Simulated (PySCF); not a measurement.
## C₆ coefficients of unlike pairs at wB97M-V

Calculated with PySCF 2.14 from the dipole response of each species, C₆(A,B) = (3/π) ∫ α_A(iu) α_B(iu) du, in atomic units, from isotropic polarisabilities. For ions this is the dispersion term alone; charge-induced terms of lower order in 1/R come first.

| species | configuration | basis | relativity | α (bohr³) | C₆ (like pair) |
| --- | --- | --- | --- | --- | --- |
| O³⁺ | [He] 2s2 2p1 (2P) | aug-cc-pVTZ (5s4p3d2f) | none | 1.354 | 1.282 |
| Rh⁺ | [Kr] 4d8 (3F) | aug-cc-pwCVDZ-PP with ECP28MDF (6s6p5d3f) | core potential | 12.33 | 73.27 |
| S | [Ne] 3s2 3p4 (3P) | aug-cc-pV(Q+d)Z (7s6p5d3f2g) | none | 20.64 | 141.0 |
| Zr⁺ | [Kr] 4d2 5s1 (4F) | def2-TZVPPD with the def2 core potential (28 electrons) (6s4p3d2f1g) | core potential | 68.35 | 591.4 |

Problem. Estimate C₆ for Rh⁺ with O³⁺.

Solution. The integral gives 9.635. The combination rule 2 C_A C_B / (C_A α_B/α_A + C_B α_A/α_B) gives 9.527 and the geometric mean 9.692.

No spin-orbit coupling is included.

The other pairs:

| pair | C₆ |
| --- | --- |
| Zr⁺, S | 268.5 |
| S, O³⁺ | 12.56 |
| Zr⁺, O³⁺ | 21.96 |
| S, Rh⁺ | 97.88 |
| Zr⁺, Rh⁺ | 177.8 |
